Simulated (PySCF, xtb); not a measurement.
C2H6OSn, SMILES C=[CH][SnH2][OH].

xtb 6.7.1 with GFN2-xTB at its own geometry gives an orbital gap of 4.69 eV and a dipole moment of 2.95 D.

Geometry optimised at PBE0-D3(BJ)/def2-SVP. The structure was generated by enumeration; whether it is a known compound was not checked. The def2 effective core potentials stand for the cores of Sn; spin–orbit coupling is left out. One conformer was computed; it need not be the lowest.

Problem. What does M06-2X/def2-TZVP in PySCF give? (The exact figures need the calculation; the answer reports its results.)

Solution. gap 9.20 eV (levels -9.32 and -0.12 eV), dipole 2.40 D.
